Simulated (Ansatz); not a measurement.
`[OH][SnH2][O][SiH3]` and `[OH][SnH2][OH]` differ in one atom or group.

Ansatz, PBE0-D4/def2-TZVP geometries, multiplicity 1. Each molecule was computed in one conformer, which needn't be the lowest.

Elements past krypton have def2 core potentials.

```tsv
property	`[OH][SnH2][O][SiH3]`
LUMO energy (PBE0/def2-TZVPP) / eV	-0.61
LUMO energy (B3LYP/def2-TZVPP) / eV	-0.93
HOMO energy (ωB97M-V/def2-TZVPP) / eV	-10.72
HOMO–LUMO gap (PBE0/def2-TZVPP) / eV	7.79
size of the dipole moment (PBE/def2-TZVPP) / D	1.83
ideal-gas entropy at 298 K and 1 bar (rigid rotor, harmonic PBE0-D4/def2-TZVP) / J/(mol·K)	386
```

Task: Give the same properties after the change, and the shifts. (Estimate.)

Result: The calculation gave: 
| property | `[OH][SnH2][OH]` | shift |
| --- | --- | --- |
| LUMO energy (PBE0/def2-TZVPP) / eV | -0.40 | 0.21 |
| LUMO energy (B3LYP/def2-TZVPP) / eV | -0.75 | 0.18 |
| HOMO energy (ωB97M-V/def2-TZVPP) / eV | -10.94 | -0.22 |
| HOMO–LUMO gap (PBE0/def2-TZVPP) / eV | 8.10 | 0.31 |
| size of the dipole moment (PBE/def2-TZVPP) / D | 0.39 | -1.44 |
| ideal-gas entropy at 298 K and 1 bar (rigid rotor, harmonic PBE0-D4/def2-TZVP) / J/(mol·K) | 311 | -75 |

With PBE0 the HOMO falls by 0.10 eV and the LUMO rises by 0.21 eV, so the gap widens by about 0.31 eV. PBE moves the HOMO by 0.11 eV and ωB97M-V by -0.22 eV. The zero-point energy changes by -42.2 kJ/mol with -9 modes. Dipoles are sizes alone; their direction can turn. Modes under 60 cm⁻¹, often nearly free rotors, make the harmonic entropy too high.

B3LYP here is the variant with VWN-RPA as its local correlation; programs differ in this.
